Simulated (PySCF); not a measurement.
Compound: 4-bromophenol, C₆H₅BrO.
Numbering: `[OH:1][c:2]1[cH:3][cH:4][c:5]([Br:6])[cH:7][cH:8]1` (hydrogens: H9 on O1; H10 on C3; H11 on C4; H12 on C7; H13 on C8)

Cartesian coordinates in Å at the PBE0-D3(BJ)/def2-SVP level; atoms count from 1:
```
atom  x, y, z in Å
O1    -2.3869    0.5868   -0.1167
C2    -1.0540    0.3860   -0.0985
C3    -0.2356    1.3709   -0.6626
C4     1.1450    1.2150   -0.6732
C5     1.7197    0.0718   -0.1159
Br6    3.5960   -0.1372   -0.1289
C7     0.9156   -0.9147    0.4485
C8    -0.4682   -0.7563    0.4557
H9    -2.8292   -0.1567    0.3061
H10   -0.7026    2.2590   -1.0924
H11    1.7802    1.9854   -1.1141
H12    1.3668   -1.8083    0.8830
H13   -1.0985   -1.5332    0.8989
```

Linear response at wB97X-D/def2-SVPD (PySCF, frozen core in the response, non-relativistic). The wB97X-D/def2-SVPD calculation is non-relativistic and has no spin–orbit coupling, an omission that weighs most on bromine.

Static isotropic polarisability: 95.64 au (14.17 Å³), principal values 58.6, 94.1, 134.2 au.

Q: What is the polarisability at 1064 nm and at the sodium D line?

A: 96.84 au at 1064 nm (+1.3 %), 99.81 au at 589.3 nm (+4.4 %). The rise at 589.3 nm is 3.45 times that at 1064 nm; a pure ω² law gives 3.26. The lowest singlet lies at 250 nm, shorter than both wavelengths.

Q: What is the isotropic C6 coefficient between two such molecules, C6 = (3/π)∫α(iω)² dω?

A: 3347 au (Eh·bohr⁶) by a ten-point quadrature over imaginary frequencies, which is 2000 eV·Å⁶ or 193 J·nm⁶/mol.

Q: Which effective excitation energy ω̄ makes London's formula C6 = (3/4)α²ω̄ exact here?

A: ω̄ = 4·C6/(3α²) = 0.488 Eh = 13.3 eV. A one-pole form α(ω) = α/(1 − ω²/ω̄²) fitted to the 1064 nm value gives 10.4 eV.

Q: How many electrons N does the Slater–Kirkwood formula C6 = (3/4)·√N·α^(3/2) need to give this C6?

A: N = (4·C6/3)²/α³ = 22.8; the species has 84 electrons in all.

Q: How anisotropic is the static polarisability, by Δα² = ½[(α1 − α2)² + (α2 − α3)² + (α3 − α1)²]?

A: Δα = 65.5 au, or 0.68 of the isotropic value.

Q: The lowest 6 singlets have (eV, f): 4.96, 0.027; 5.57, 0.000; 5.75, 0.181; 6.47, 0.001; 6.77, 0.013; 6.85, 0.662. What share of the static polarisability do they carry in the sum over states α = Σ f/ω²?

A: 15.55 au, 16.3 % of α; the largest term, 10.44 au, is that of the state at 6.85 eV. Their oscillator strengths add up to 0.88. Higher states carry the rest.

Q: What molar refraction at the D line follows from R = (4π/3)·N_A·α′, with α′ the polarisability volume?

A: α′ = 14.79 Å³ gives R = 37.31 cm³/mol, for isolated, non-vibrating species.

Q: What n − 1 at the D line would an ideal gas of it have at 273.15 K and 1 atm (2.6868 × 10¹⁹ cm⁻³), by n − 1 = 2π·N·α′?

A: 24.97 × 10⁻⁴, a formal value whether or not that pressure can be reached.

One conformer stands for the species.

Note: wB97X-D ran without an empirical dispersion term, which enters the total energy and its gradient alone.
